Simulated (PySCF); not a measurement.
**Assignment exercise: C7H14N2**

Bonds (- single, = double, # triple, : aromatic): C1-C2, C2-C3, C3-C4, C3=N5, N5-N6, N6-C7, C7-C8, C8-C9, C9-C7. C1 carries H10, H11, H12; C2 carries H13, H14; C4 carries H15, H16, H17; N6 carries H18; C7 carries H19; C8 carries H20, H21; C9 carries H22, H23. Stereochemistry as in CC/C(C)=N\NC1CC1. H21, H23 are cis to N6 on the ring; H20, H22 are trans to N6 on the ring.

Calculated, not measured (PySCF): geometry from GFN2-xTB, σ from GIAO-PBE0/pcSseg-1. No solvent model, equivalent nuclei averaged, a single conformation, relativity neglected.

δ = σ(ref) − σ, references computed at the same level: 13C, 1H against TMS.

(1) Assign these signals to the numbered atoms. 13C{1H} NMR (computed): δ 138.6 (C), 37.1 (CH), 27.2 (CH3), 24.2 (CH2), 12.1 (CH3), 6.3 (CH2).

(2) Assign these signals to the numbered atoms. 1H NMR (400 MHz, computed): δ 3.79 (br s, 1H), 3.15 (m, 1H), 1.93 (s, 3H), 1.92 (q, 2H), 0.93 (t, 3H), 0.61 (m, 2H), 0.14 (m, 2H).

## Answers

(1) 
| δ (ppm) | atoms | environment | reason |
| --- | --- | --- | --- |
| 138.6 | C3 | C=N carbon | – |
| 37.1 | C7 | three-membered-ring carbon | the inductive effect lowers its shielding |
| 27.2 | C4 | methyl carbon | saturated and bonded to C and H only |
| 24.2 | C2 | sp3 CH2 | aliphatic region, no heteroatom directly attached |
| 12.1 | C1 | methyl carbon | a saturated carbon with 1 carbon neighbour and no heteroatom attached |
| 6.3 | C8/C9 | three-membered-ring carbon | carbons of three-membered rings are unusually shielded |

(2) 
3.79 → H18, hydrogen on a nitrogen bonded to O or N: exchangeable; this is the value without hydrogen bonding to other molecules
3.15 → H19, hydrogen on a three-membered-ring carbon: its carbon carries N, an electronegative neighbour
1.93 → H15/H16/H17, hydrogen on a methyl carbon
1.92 → H13/H14, hydrogen on an sp3 CH2
0.93 → H10/H11/H12, hydrogen on a methyl carbon
0.61 → H20/H22, hydrogen on a three-membered-ring carbon: cyclopropane-type protons are shielded by the ring
0.14 → H21/H23, hydrogen on a three-membered-ring carbon

H15/H16/H17 and H13/H14 lie closer than the usual error of such a calculation, so a measured spectrum could show them in the other order.

OH/NH shifts are gas-phase values; hydrogen bonding in solution moves them, usually downfield. Shifts are as computed. Against solution values, carbons near 30 ppm lie about +3 ppm off and those near 130 ppm about +5 ppm. Of 1211 compounds with measured shifts, 218 miss one by over three times the rms of a fit or turn the order of signals round; such compounds aren't used in these exercises. Multiplicities follow the n + 1 count of equivalent neighbours, as no J values were calculated; m marks all less simple cases, F and P coupling included.
